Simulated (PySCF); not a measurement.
## Sn+ (tin, charge +1): UHF calculation

Configuration: [Kr] 4d10 5s2 5p1, 2P determinant. All numbers are calculated (PySCF 2.14, a scalar-relativistic core potential, in def2-SVP with the def2 core potential (28 electrons) (4s4p2d, 26 functions)).

```
Total energy                                                  : -213.084290 hartree
One-electron energy                                           : -369.7474 hartree
Hartree (Coulomb) energy                                      : 173.5930 hartree
Exchange energy                                               : -16.9298 hartree
⟨S²⟩                                                          : 0.7592
⟨L²⟩                                                          : 2.027
Sum of ⟨r⟩                                                    : 25.70 bohr
Sum of ⟨r²⟩                                                   : 43.70 bohr²
Traceless quadrupole moment −½Σ⟨3z² − r²⟩ along its main axis : -4.09 e·bohr²
Time after the integrals                                      : 0.12 s of wall time on 1 thread of Neoverse-N1 (shared host)
```

```
shell  electrons  mean orbital energy (eV)  spread (eV)  rms radius, mean of both spins (bohr)
 4s α          1                   -167.51            0                                  0.879
 4s β          1                   -167.39            0                                  0.879
 4p α          3                   -118.13        0.133                                  0.953
 4p β          3                   -118.01        0.519                                  0.953
 4d α          5                   -43.677        0.366                                   1.17
 4d β          5                   -43.557        0.594                                   1.17
 5s α          1                   -21.909            0                                   2.54
 5s β          1                   -19.906            0                                   2.54
 5p α          1                   -13.990            0                                   3.17
```

Energies and moments cover only the electrons outside the core potential.
